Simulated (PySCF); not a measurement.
PySCF 2.14 output of a UHF calculation on a single atom or ion in x2c-TZVPPall (5s4p3d, 32 functions), with the spin-free X2C one-electron Hamiltonian (Gaussian nucleus):

```
SCF conv_tol = 1e-09
number electrons alpha = 7  beta = 5
cycle= 1 E= -199.845284511778  delta_E= -0.0017  |g|= 0.0107  |ddm|= 0.055
cycle= 2 E= -199.845575804663  delta_E= -0.000291  |g|= 0.0045  |ddm|= 0.0229
cycle= 3 E= -199.845637644373  delta_E= -6.18e-05  |g|= 0.000228  |ddm|= 0.0166
cycle= 4 E= -199.845637771641  delta_E= -1.27e-07  |g|= 4.12e-05  |ddm|= 0.00124
cycle= 5 E= -199.845637775013  delta_E= -3.37e-09  |g|= 8.55e-06  |ddm|= 0.00021
cycle= 6 E= -199.845637775066  delta_E= -5.25e-11  |g|= 1.17e-06  |ddm|= 2.34e-05
converged SCF energy = -199.845637775066  <S^2> = 2.0000456  2S+1 = 3.0000304
```

The run itself started from symmetry-adapted Hartree-Fock orbitals and held the occupation by maximum overlap, so the iterations belong to that start.

Which element, charge and spin multiplicity is this?

Mg (magnesium, neutral), multiplicity 3; the state was [Ne] 3s1 3p1, high-spin 3P determinant (an excited configuration).
